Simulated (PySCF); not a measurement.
C2H3BrCl2, SMILES C(Cl)(Cl)(C)Br.

Geometry: B3LYP-D3(BJ)/def2-SVP.

All values below come from PBE/def2-TZVP (PySCF).

Isolated molecule, no solvent.

The total energy is -3571.76104 hartree, the point group is Cs and the highest occupied level is -6.96 eV. The lowest empty level comes out as -2.43 eV and the orbital gap is 4.53 eV. The dipole moment comes out as 0.365 e·Å and the quadrupole, principal values (traceless, Buckingham form, about the centre of nuclear charge) is -1.78, -1.72, 3.50 D·Å. The mean static polarisability comes out as 71.2 bohr³ (10.55 Å³) and the polarisability, principal values comes out as 62.1, 71.6, 79.8 bohr³.
